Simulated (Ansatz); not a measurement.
Mg₃O₂ (the lowest singlet isomer of a short search) was relaxed with PBE-D4 (def2-SVP) in Ansatz in these states: charge +1 doublet, neutral quintet, neutral singlet, neutral triplet. The geometries follow in no particular order.

A:

```csv
atom,x (Å),y (Å),z (Å)
Mg1,1.124,0.770,0.561
Mg2,0.184,-1.024,-1.041
Mg3,-2.475,0.481,0.908
O4,1.897,-0.370,-0.698
O5,-0.730,0.143,0.269
```

B:

```xyz
5

Mg   -0.447   -1.405    0.680
Mg    0.039    1.129    0.504
Mg    0.802    0.695   -2.236
O    -0.580    0.008    1.900
O     0.186   -0.427   -0.847
```

C:

```xyz
5

Mg   -1.257    0.350   -1.070
Mg    1.652    0.317   -0.131
Mg   -0.733   -0.674    2.251
O     0.543   -0.173   -1.690
O    -0.204    0.180    0.640
```

D:

Cartesian coordinates in Å:
```
Mg 0.688 -1.083 -0.774
Mg -0.214 -0.037 1.481
Mg -0.897 2.119 -1.338
O 0.689 -1.627 1.029
O -0.265 0.627 -0.398
```

**Question.** Judge from the bond lengths which geometry belongs to which state (an estimate).

**Answer.** A is the charge +1 doublet (Mg2–Mg3 3.623 Å, Mg1–Mg2 2.582 Å, Mg2–O4 1.866 Å); B is the neutral singlet (Mg2–Mg3 2.877 Å, Mg1–Mg2 2.586 Å, Mg2–O4 1.894 Å); C is the neutral quintet (Mg2–Mg3 3.513 Å, Mg1–Mg2 3.057 Å, Mg2–O4 1.975 Å); D is the neutral triplet (Mg2–Mg3 3.614 Å, Mg1–Mg2 2.644 Å, Mg2–O4 1.884 Å).

At PBE0-D4/def2-TZVP a broken-symmetry singlet lies 2.15 eV below the neutral quintet. At PBE0-D4/def2-TZVP a broken-symmetry singlet lies 0.41 eV below the neutral triplet. These are the stationary points nearest to one start from a short search; other shapes may lie lower in each state.
